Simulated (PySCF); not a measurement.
A structure optimised at PBE0-D3(BJ)/def2-SVP, used in a PySCF frequency run:

```xyz
6

O     -1.6377    -1.5488    -0.4419
Si    -0.5995    -0.5692     0.3580
F     -0.7762    -0.7508     1.9512
I      1.6342    -1.2345    -0.2424
I     -1.0483     1.7710    -0.1088
H     -2.5733    -1.3172    -0.4252
```

Problem. Write its SMILES and formula.

Solution. O[Si](F)(I)I, FHI₂OSi

Problem. What are its rotational constants (standard atomic weights)?

Solution. 1.9710, 0.46111, 0.41307 GHz
